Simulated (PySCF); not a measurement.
Isomers of C6H8ClFSi, mass 162.007 u with the commonest isotopes. Theory: PBE0/pcSseg-1 in PySCF (dipole) on a GFN2-xTB geometry, gas phase. One conformer each, none proved a minimum here; rigid rotors.

Question: Order these by dipole moment, largest first.
A. `[CH2:1]=[C:2]1[CH:3]=[C:4]([F:5])[CH2:6][C@H:7]([Cl:8])[SiH2:9]1` with C1–C2–C3–C4 179°, C3–C4–C6–C7 29°, C4–C6–C7–Cl8 66°, C6–C7–Si9–C2 46°
B. `[CH:1]#[C:2][C@@:3]1([Cl:4])[SiH2:5][CH2:6][CH2:7][C@@H:8]1[F:9]` with C2–C3–Si5–C6 95°, C3–Si5–C6–C7 -4°, Si5–C6–C7–C8 32°, C6–C7–C8–F9 64°
C. `[CH2:1]=[C:2]1[CH:3]=[C:4]([F:5])[SiH2:6][C@H:7]([Cl:8])[CH2:9]1` with C1–C2–C3–C4 168°, C3–C4–Si6–C7 -9°, C4–Si6–C7–Cl8 161°, Si6–C7–C9–C2 -65°

Answer: B (3.25 D), A (2.31 D), C (1.41 D).

Question: Order these by out-of-plane moment Σ m c² = (Ia + Ib − Ic)/2, smallest first.
A. `[CH:1]#[C:2][C@@H:3]1[CH2:4][SiH2:5][C@H:6]([Cl:7])[C@H:8]1[F:9]` with C2–C3–C4–Si5 -82°, C3–C4–Si5–C6 -18°, C4–Si5–C6–Cl7 112°, Si5–C6–C8–F9 -87°
B. `[CH2:1]=[C:2]1[CH:3]=[C:4]([F:5])[SiH2:6][C@H:7]([Cl:8])[CH2:9]1` with C1–C2–C3–C4 168°, C3–C4–Si6–C7 -9°, C4–Si6–C7–Cl8 161°, Si6–C7–C9–C2 -65°
C. `[CH:1]#[C:2][C@@:3]1([Cl:4])[SiH2:5][CH2:6][CH2:7][C@@H:8]1[F:9]` with C2–C3–Si5–C6 95°, C3–Si5–C6–C7 -4°, Si5–C6–C7–C8 32°, C6–C7–C8–F9 64°
D. `[CH2:1]=[C:2]1[CH:3]=[C:4]([F:5])[CH2:6][C@H:7]([Cl:8])[SiH2:9]1` with C1–C2–C3–C4 179°, C3–C4–C6–C7 29°, C4–C6–C7–Cl8 66°, C6–C7–Si9–C2 46°

Answer: B (12.22 u·Å²), D (92.52 u·Å²), C (138.31 u·Å²), A (163.45 u·Å²).

Question: Order these by rotational constant B, largest first.
A. `[CH2:1]=[C:2]1[CH:3]=[C:4]([F:5])[SiH2:6][C@H:7]([Cl:8])[CH2:9]1` with C1–C2–C3–C4 168°, C3–C4–Si6–C7 -9°, C4–Si6–C7–Cl8 161°, Si6–C7–C9–C2 -65°
B. `[CH:1]#[C:2][C@@:3]1([Cl:4])[SiH2:5][CH2:6][CH2:7][C@@H:8]1[F:9]` with C2–C3–Si5–C6 95°, C3–Si5–C6–C7 -4°, Si5–C6–C7–C8 32°, C6–C7–C8–F9 64°
C. `[CH:1]#[C:2][C@@H:3]1[CH2:4][SiH2:5][C@H:6]([Cl:7])[C@H:8]1[F:9]` with C2–C3–C4–Si5 -82°, C3–C4–Si5–C6 -18°, C4–Si5–C6–Cl7 112°, Si5–C6–C8–F9 -87°
D. `[CH2:1]=[C:2]1[CH:3]=[C:4]([F:5])[CH2:6][C@H:7]([Cl:8])[SiH2:9]1` with C1–C2–C3–C4 179°, C3–C4–C6–C7 29°, C4–C6–C7–Cl8 66°, C6–C7–Si9–C2 46°

Answer: D (1197 MHz), C (1154 MHz), B (1113 MHz), A (900.9 MHz).

| SMILES | point group | Ia (u·Å²) | Ib (u·Å²) | Ic (u·Å²) | κ | μa (D) | μb (D) | μc (D) |
| --- | --- | --- | --- | --- | --- | --- | --- | --- |
| C=C1C=C(F)C[C@H](Cl)[SiH2]1 | C1 | 405.15 | 422.04 | 642.16 | 0.78 | 1.22 | 0.09 | 1.95 |
| C#C[C@@]1(Cl)[SiH2]CC[C@@H]1F | C1 | 352.34 | 454.22 | 529.94 | -0.34 | 1.93 | 2.60 | 0.32 |
| C=C1C=C(F)[SiH2][C@H](Cl)C1 | C1 | 325.41 | 560.96 | 861.93 | -0.35 | 0.58 | 1.24 | 0.34 |
| C#C[C@@H]1C[SiH2][C@H](Cl)[C@H]1F | C1 | 404.20 | 437.82 | 515.13 | 0.29 | 0.80 | 0.61 | 0.98 |
